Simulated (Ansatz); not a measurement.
Li₇Sn₂ (the lowest doublet isomer of a short search). Charge 0, multiplicity 2. Geometry B3LYP-D4/def2-SVP, basis def2-TZVP, Ansatz.

```xyz
9

Li   -0.8689   -2.4030    1.4240
Li    2.2802    0.1322   -1.8286
Li   -0.4448   -0.9632   -1.1708
Li   -2.3339    1.9440   -0.7476
Li   -0.4482    2.6117    1.5978
Li    1.8120   -2.9291   -0.5370
Li    1.2110   -0.3159    0.9301
Sn   -1.5550    0.1983    1.1504
Sn    0.3476    1.7250   -0.8184
```

| run | HOMO (eV) | LUMO (eV) |
| --- | --- | --- |
| A | -2.89 | -2.43 |
| B | -3.49 | -1.80 |
| C | -3.04 | -2.22 |
| D | -4.87 | -0.42 |

In the def2 sets Sn takes a core potential; there is no spin–orbit coupling. The structure comes from a short search, and lower isomers may exist.

HOMO and LUMO are taken over both spins.

The runs used PBE, PBE0, r2SCAN, ωB97M-V. Estimate which is which.

A PBE (0 % exact exchange); B PBE0 (25 % exact exchange); C r2SCAN (0 % exact exchange); D ωB97M-V (range-separated). Exact exchange lowers occupied and raises empty levels; among semilocal functionals meta-GGAs tend to open the gap a little, and such runs are hard to tell apart. The gap grows from 0.46 eV (PBE) to 4.46 eV (ωB97M-V).
